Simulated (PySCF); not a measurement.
PySCF 2.14 output of an unrestricted MN15 calculation on a single atom or ion in def2-TZVP, with no relativity, point nucleus:

```
SCF conv_tol = 1e-09
number electrons alpha = 14  beta = 11
    H. S. Yu, X. He, S. L. Li, and D. G. Truhlar.,  Chem. Sci. 7, 5032-5051 (2016)
    H. S. Yu, X. He, S. L. Li, and D. G. Truhlar.,  Chem. Sci. 7, 5032-5051 (2016)
cycle= 1 E= -1381.93694703945  delta_E= -0.0223  |g|= 0.0675  |ddm|= 0.198
cycle= 2 E= -1381.93652310396  delta_E= 0.000424  |g|= 0.0855  |ddm|= 0.0419
cycle= 3 E= -1381.93763877981  delta_E= -0.00112  |g|= 0.00162  |ddm|= 0.0241
cycle= 4 E= -1381.93763931024  delta_E= -5.3e-07  |g|= 9.55e-05  |ddm|= 0.000657
cycle= 5 E= -1381.93763931426  delta_E= -4.02e-09  |g|= 1.11e-05  |ddm|= 5.88e-05
cycle= 6 E= -1381.93763931433  delta_E= -6.71e-11  |g|= 7.6e-07  |ddm|= 8.28e-06
converged SCF energy = -1381.93763931433  <S^2> = 3.7532014  2S+1 = 4.0016004
```

The run itself started from symmetry-adapted Hartree-Fock orbitals and held the occupation by maximum overlap, on a logarithmic radial grid, so the iterations belong to that start.

Question: Which element, charge and spin multiplicity is this?

Answer: Co²⁺ (cobalt, charge +2), multiplicity 4; the state was [Ar] 3d7, high-spin 4F determinant.
